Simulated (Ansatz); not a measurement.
System: BiCl$_{2}$ (charge +1, singlet). 
Coordinates optimised at B3LYP-D3(BJ)/def2-TZVP (Ansatz, a program for electronic structure):
```
Bi
Cl 1 2.3662
Cl 1 2.3662 2 99.55
```
Charge +1, spin multiplicity 1.

Parts of the frozen-core correlation energy in def2-QZVPP (Ansatz, hartree). Frozen orbitals: 19; correlated occupied orbitals by spin: 9 and 9; virtual: 194 and 194. No spin-orbit coupling. In def2 rows, elements after Kr have scalar-relativistic effective core potentials.

```tsv
term	value
reference (HF)	-1132.40583
MP2 opposite-spin	___
MP2 same-spin	___
CCSD correlation	___
(T)	-0.02898
T1 diagnostic	0.018
largest doubles amplitude	0.041
```

Question: What belongs in the gaps?

Answer: 
- MP2 opposite-spin, value: -0.38660
- MP2 same-spin, value: -0.12252
- CCSD correlation, value: -0.53837
